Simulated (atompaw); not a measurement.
**Building the PAW (atompaw) potential for europium (Eu) (LDA (PW92), scalar-relativistic).**

```json
{
  "Element": "europium (Eu)",
  "Generator": "atompaw 4.2.0.5",
  "Type": "PAW",
  "Functional": "LDA (PW92)",
  "Relativity": "scalar-relativistic",
  "Frozen core": "[Xe]",
  "Valence charge": "9",
  "Reference configuration": "4f7 5d0 6s1 6p1",
  "Partial waves": "6s (bound): rc 3.00 bohr; 6s channel at 2.6 Ry: rc 3.00 bohr; 6p (bound): rc 3.00 bohr; 6p channel at 2.4 Ry: rc 3.00 bohr; 5d (bound, empty): rc 3.00 bohr; 5d channel at 1.25 Ry: rc 3.00 bohr; 4f (bound): rc 1.15 bohr; 4f channel at 2.85 Ry: rc 1.15 bohr",
  "Local potential": "bessel scheme, radius 2.50 bohr",
  "Core correction": "smooth core density matched at 2.90 bohr",
  "Augmentation charge": "gaussian compensation charge, radius 2.45 bohr; PAW radius 3.00 bohr; waves and projectors: custom polynom2 7 10 vanderbiltortho"
}
```

(1) Is the overlap operator S = 1 + Σ q|β⟩⟨β| positive definite (Bessel basis up to 400 Ry)?

A Bessel basis up to 400 Ry misses an occupied level by 0.27 Ry, so cutoffs and ghosts were not judged.

Results:

(1) Yes: its lowest eigenvalue is 0.46 (s channel).
